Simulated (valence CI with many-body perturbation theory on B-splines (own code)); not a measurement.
Level structure of Ho60+

Method: relativistic CI+MBPT: five valence electrons over a frozen Dirac-Fock core [He], a basis of 11 s, 11 p, 10 d, 8 f, 5 g, 2 h functions for each j, with the one-electron correlation potential Σ1 (screened to all orders), the two-electron term Σ2, the three-electron term Σ3, Breit, model QED; selected single and double excitations, second order for the rest, scaled by the run's own slope (own B-spline code, finite nucleus).

No measured spectrum was set against this ion. As an estimate, large intervals hold to a few tenths of a per cent, small ones and those within an open d or f shell to about a per cent. Among the levels kept, up to 7300 cm⁻¹ of a level comes from second order outside the variational space, and about a tenth of that is noise between levels of different J, which matters for small intervals.

Levels 1 to 45 of 202, with energies above the lowest level, (2s^2 2p1/2^2 2p3/2) J=3/2. "Leading %" is the weight of the configuration and term that name the level; weights of strongly mixed levels are sums over their largest components and can fall short. In the jj column 3d3/2^4 stands for four electrons in 3d with j = 3/2. Lifetimes count E1, E2, E3, M1 and M2 decay at the calculated energies, and are blank where another channel may lead or the interval is too uncertain; long ones can be off by a factor of two.

| No. | Configuration | Term | J | E (Ry) | Leading % | Leading jj | Lifetime |
| --- | --- | --- | --- | --- | --- | --- | --- |
| 1 | 2s²2p³ | ²P° | 3/2 | 0.00 | 48 | 2s^2 2p1/2^2 2p3/2 (100 %) |  |
| 2 | 2s²2p³ | ⁴S° | 3/2 | 64.24 | 55 | 2s^2 2p1/2 2p3/2^2 (100 %) | 157 ps |
| 3 | 2s²2p³ | ²D° | 5/2 | 65.90 | 100 | 2s^2 2p1/2 2p3/2^2 (100 %) | 918 ps |
| 4 | 2s²2p³ | ²P° | 1/2 | 69.17 | 100 | 2s^2 2p1/2 2p3/2^2 (100 %) | 271 ps |
| 5 | 2s2p⁴ | ⁴P | 5/2 | 86.08 | 71 | 2s 2p1/2^2 2p3/2^2 (100 %) | 853 fs |
| 6 | 2s2p⁴ | ²S | 1/2 | 92.89 | 64 | 2s 2p1/2^2 2p3/2^2 (100 %) | 224 fs |
| 7 | 2s2p⁴ | ²P | 3/2 | 92.99 | 50 | 2s 2p1/2^2 2p3/2^2 (100 %) | 124 fs |
| 8 | 2s²2p³ | ²P° | 3/2 | 133.55 | 51 | 2s^2 2p3/2^3 (99 %) | 44.9 ps |
| 9 | 2s2p⁴ | ⁴P | 3/2 | 152.12 | 84 | 2s 2p1/2 2p3/2^3 (100 %) | 256 fs |
| 10 | 2s2p⁴ | ²D | 5/2 | 154.97 | 71 | 2s 2p1/2 2p3/2^3 (100 %) | 254 fs |
| 11 | 2s2p⁴ | ²P | 1/2 | 158.97 | 64 | 2s 2p1/2 2p3/2^3 (99 %) | 99.8 fs |
| 12 | 2s2p⁴ | ²D | 3/2 | 159.66 | 54 | 2s 2p1/2 2p3/2^3 (100 %) | 101 fs |
| 13 | 2p⁵ | ²P° | 3/2 | 183.77 | 99 | 2p1/2^2 2p3/2^3 (99 %) | 85.1 fs |
| 14 | 2s2p⁴ | ⁴P | 1/2 | 224.48 | 38 | 2s 2p3/2^4 (99 %) | 117 fs |
| 15 | 2p⁵ | ²P° | 1/2 | 249.97 | 100 | 2p1/2 2p3/2^4 (100 %) | 63.1 fs |
| 16 | 2s²2p²3s | ⁴P | 1/2 | 528.50 | 46 | 2s^2 2p1/2^2 3s (100 %) | 7.36 fs |
| 17 | 2s²2p²3p | ²P° | 1/2 | 535.13 | 46 | 2s^2 2p1/2^2 3p1/2 (100 %) | 610 fs |
| 18 | 2s²2p²3p | ²P° | 3/2 | 555.19 | 34 | 2s^2 2p1/2^2 3p3/2 (100 %) | 623 fs |
| 19 | 2s²2p²3d | ²D | 3/2 | 561.15 | 42 | 2s^2 2p1/2^2 3d3/2 (100 %) | 5.85 fs |
| 20 | 2s²2p²3d | ²D | 5/2 | 567.05 | 35 | 2s^2 2p1/2^2 3d5/2 (100 %) | 1.06 fs |
| 21 | 2s²2p²3s | ⁴P | 3/2 | 593.61 | 88 | 2s^2 2p1/2 2p3/2 3s (100 %) | 10.9 fs |
| 22 | 2s²2p²3s | ²P | 1/2 | 594.28 | 67 | 2s^2 2p1/2 2p3/2 3s (100 %) | 5.10 fs |
| 23 | 2s²2p²3s | ²D | 5/2 | 595.01 | 64 | 2s^2 2p1/2 2p3/2 3s (100 %) | 10.0 fs |
| 24 | 2s²2p²3s | ²D | 3/2 | 595.45 | 64 | 2s^2 2p1/2 2p3/2 3s (100 %) | 5.42 fs |
| 25 | 2s²2p²3p | ⁴P° | 1/2 | 600.16 | 48 | 2s^2 2p1/2 2p3/2 3p1/2 (100 %) | 916 fs |
| 26 | 2s²2p²3p | ⁴D° | 3/2 | 600.61 | 56 | 2s^2 2p1/2 2p3/2 3p1/2 (100 %) | 823 fs |
| 27 | 2s²2p²3p | ²F° | 5/2 | 601.59 | 49 | 2s^2 2p1/2 2p3/2 3p1/2 (100 %) | 623 fs |
| 28 | 2s²2p²3p | ²P° | 3/2 | 604.16 | 43 | 2s^2 2p1/2 2p3/2 3p1/2 (99 %) | 327 fs |
| 29 | 2s2p³3s | ⁴P° | 5/2 | 612.55 | 46 | 2s 2p1/2^2 2p3/2 3s (96 %) | 15.1 fs |
| 30 | 2s2p³3s | ²P° | 3/2 | 614.49 | 34 | 2s 2p1/2^2 2p3/2 3s (97 %) | 6.21 fs |
| 31 | 2s2p³3s | ⁴D° | 1/2 | 618.38 | 23 | 2s 2p1/2^2 2p3/2 3s (72 %) | 8.21 fs |
| 32 | 2s2p³3s | ²P° | 3/2 | 619.28 | 36 | 2s 2p1/2^2 2p3/2 3s (90 %) | 14.3 fs |
| 33 | 2s²2p²3p | ⁴D° | 5/2 | 619.79 | 52 | 2s^2 2p1/2 2p3/2 3p3/2 (97 %) | 252 fs |
| 34 | 2s2p³3p | ⁴P | 3/2 | 619.91 | 29 | 2s 2p1/2^2 2p3/2 3p1/2 (99 %) | 6.57 fs |
| 35 | 2s2p³3p | ²D | 5/2 | 619.99 | 25 | 2s 2p1/2^2 2p3/2 3p1/2 (98 %) | 2.63 fs |
| 36 | 2s²2p²3p | ²D° | 3/2 | 620.34 | 53 | 2s^2 2p1/2 2p3/2 3p3/2 (99 %) | 283 fs |
| 37 | 2s²2p²3p | ⁴P° | 1/2 | 620.39 | 23 | 2s^2 2p1/2 2p3/2 3p3/2 (76 %) | 21.9 fs |
| 38 | 2s²2p²3p | ²F° | 7/2 | 620.84 | 64 | 2s^2 2p1/2 2p3/2 3p3/2 (100 %) | 517 fs |
| 39 | 2s²2p²3p | ²P° | 3/2 | 622.41 | 31 | 2s^2 2p1/2 2p3/2 3p3/2 (88 %) | 98.3 fs |
| 40 | 2s²2p²3p | ²D° | 5/2 | 622.71 | 64 | 2s^2 2p1/2 2p3/2 3p3/2 (99 %) | 459 fs |
| 41 | 2s²2p²3p | ²P° | 1/2 | 624.29 | 83 | 2s^2 2p1/2 2p3/2 3p3/2 (96 %) | 119 fs |
| 42 | 2s2p³3p | ²P | 1/2 | 625.48 | 34 | 2s 2p1/2^2 2p3/2 3p1/2 (95 %) | 1.94 fs |
| 43 | 2s2p³3p | ²D | 3/2 | 625.57 | 29 | 2s 2p1/2^2 2p3/2 3p1/2 (89 %) | 2.20 fs |
| 44 | 2s²2p²3d | ⁴F | 3/2 | 626.48 | 40 | 2s^2 2p1/2 2p3/2 3d3/2 (92 %) | 4.89 fs |
| 45 | 2s²2p²3d | ⁴F | 5/2 | 626.55 | 53 | 2s^2 2p1/2 2p3/2 3d3/2 (99 %) | 9.09 fs |

The ionisation energy to 2s²2p² ³P0 of the next ion comes out as 13418 eV (NIST: 13417 ± 10 eV (theoretical)). All 202 levels together are meant to be complete up to 741.88 Ry.
